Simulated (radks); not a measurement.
Values are calculated unless marked as measured or tabulated.
Ionisation of the ytterbium ion Yb2+, [Xe] 4f14, to [Xe] 4f13 as the strength of local exchange is varied. Level of theory: Dirac Kohn-Sham, Slater X-alpha exchange (alpha = 2/3 is LDA exchange), no correlation, spin-unpolarised, spherical densities, point nucleus (a radial shooting solver on a logarithmic mesh with Libxc functionals).

alpha  E(Yb2+) (hartree)  exchange (hartree)  IE (eV)  -e of the level emptied (eV)  <r> of it (bohr)
0.604        -14033.3713           -251.7200   22.806                14.296 (4f7/2)            0.8068
0.647        -14051.3047           -270.0298   23.965                15.274 (4f7/2)            0.7975
0.667        -14059.6546           -278.5633   24.515                15.743 (4f7/2)            0.7934
0.792        -14111.9679           -332.1451   28.109                18.857 (4f7/2)            0.7700
0.793        -14112.3873           -332.5755   28.139                18.883 (4f7/2)            0.7698
0.801        -14115.7429           -336.0194   28.378                19.092 (4f7/2)            0.7684

NIST Atomic Spectra Database: 25.05 eV (semi-empirical). The Delta-SCF value meets it near alpha = 0.69. Spin polarisation and multiplet splitting are left out, so open shells lie too high by an amount that depends on their filling.

Beside tabulated values, note that spin-unpolarised runs miss the spin-polarisation part of the exchange energy of open shells.
